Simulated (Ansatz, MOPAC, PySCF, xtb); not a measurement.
Spectroscopic constants of CF+, closed-shell singlet (lowest of 2S+1 = 1, 3, 5 at CCSD(T)/def2-TZVPP on PBE0 minima; our sources give no spin for the ground state, which may be another).

Seven points along R, fitted to fifth degree in 1/R; most abundant isotopes. In def2 and cc sets the state is the lowest found near the PBE0 minimum, followed along R. The singlet is held restricted. HF and MP2 rows in def2 and cc sets belong to the determinant that coupled cluster picked by its CCSD energy.

Codes used: Ansatz (Gaussian basis) for Hartree–Fock, density functionals and correlated methods; MOPAC for AM1, PM3, PM6 (differences of heats of formation); PySCF for 3-21G rows, 6-31G* rows, STO-3G rows; xtb for the GFN methods. Each number belongs to the level named beside it.

```csv
level,r_e (Å),ω_e (cm⁻¹),α_e (cm⁻¹),B_e (cm⁻¹)
AM1,1.209,1608,0.0035,1.57
PM3,1.210,1744,0.0076,1.57
PM6,1.206,1511,0.014,1.58
GFN1-xTB,1.153,1845,0.019,1.72
HF/STO-3G,1.208,1863,0.013,1.57
HF/3-21G,1.190,1764,0.015,1.62
HF/aug-cc-pVTZ,1.132,1976,0.017,1.79
HF/def2-TZVPP,1.131,1974,0.017,1.79
HF/def2-QZVPP,1.130,1978,0.017,1.80
HF/aug-cc-pV5Z,1.129,1977,0.017,1.80
SVWN5/def2-TZVPP,1.157,1765,0.019,1.71
PBE/def2-TZVPP,1.170,1704,0.019,1.68
B97M-V/def2-TZVPP,1.153,1807,0.019,1.72
B3LYP/def2-TZVPP,1.156,1788,0.019,1.72
B2PLYP/def2-TZVPP,1.157,1781,0.019,1.71
MP2/6-31G*,1.173,1802,0.017,1.67
MP2/aug-cc-pVTZ,1.158,1812,0.018,1.71
"MP2/CBS(def2-TZVPP, def2-QZVPP)",1.153,1827,0.018,1.72
"MP2/CBS(aug-cc-pVQZ, aug-cc-pV5Z)",1.153,1823,0.018,1.72
SCS-MP2/def2-TZVPP,1.156,1822,0.017,1.72
SCS-MP2/aug-cc-pV5Z,1.152,1827,0.018,1.73
CCSD/def2-TZVPP,1.155,1829,0.018,1.72
CCSD/aug-cc-pVQZ,1.151,1836,0.018,1.73
CCSD/def2-QZVPP,1.151,1839,0.018,1.73
CCSD(T)/aug-cc-pVTZ,1.163,1776,0.018,1.70
CCSD(T)/def2-TZVPP,1.161,1779,0.018,1.70
CCSD(T)/aug-cc-pVQZ,1.158,1785,0.019,1.71
CCSD(T)/def2-QZVPP,1.157,1789,0.019,1.71
CCSD(T)/aug-cc-pV5Z,1.157,1788,0.019,1.71
"CCSD(T)/CBS(aug-cc-pVQZ, aug-cc-pV5Z)",1.156,1791,0.018,1.71
```

Cores are frozen in the correlated methods. CBS(a, b) extrapolates the correlation energy as X⁻³ and adds the Hartree–Fock energy of set b. Rows in 3-21G, 6-31G*, STO-3G carry no dispersion term and start afresh at each structure (6-31G* with six Cartesian d functions). MP2/6-31G* freezes PySCF's default core. The state that AM1, PM3, PM6 reach isn't checked.

Ansatz is a program for electronic structure.
